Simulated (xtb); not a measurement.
methylammonium (CH₆N), SMILES C[NH3+], charge +1. All values are semi-empirical tight-binding results from xtb (GFN2-xTB unless named), good for trends rather than for accurate numbers. Geometry: GFN2-xTB.

Optimised geometry:

```xyz
8

C      0.0000     0.0000    -0.7792
N      0.0000     0.0000     0.7053
H      0.0000    -1.0216    -1.1527
H      0.8847     0.5108    -1.1527
H     -0.8847     0.5108    -1.1527
H     -0.8347    -0.4819     1.0656
H      0.0000     0.9638     1.0656
H      0.8347    -0.4819     1.0656
```
Charge +1, spin multiplicity 1.

Problem. Estimate the properties. (Estimate from the structure and the level; the computed values follow.)

Solution. 
| Quantity | Result |
|---|---|
| point group as xtb finds it | C3v |
| orbital gap | 11.11 eV |
| zero-point energy | 47.1 kcal/mol |
| G − E(el) at 298.15 K (modified RRHO) | 33.2 kcal/mol |
| static polarisability (D4 model) | 24.0 bohr³ |
| solvation energy, GFN2-xTB/ALPB(water) | -74.4 kcal/mol |
| solvation energy, GFN2-xTB/ALPB(ch2cl2) | -59.6 kcal/mol |

Computed IR lines (harmonic; lines under 4 % of the strongest left out, lines within 3 cm⁻¹ merged):
ν (cm⁻¹): 877 (s), 1184 (w), 1366 (vs), 1425 (w), 1430 (vs), 1445 (w), 3234 (vs), 3247 (w) (against the strongest line: vs over 80 %, s over 45 %, m over 15 %, w over 4 %, vw less)

Computed atomic charges and the Wiberg bond orders between heavy atoms:
charges (e) C1 -0.10, N2 -0.11, H3 0.13, H4 0.13, H5 0.13, H6 0.28, H7 0.28, H8 0.28. Bond orders C1–N2 0.96.
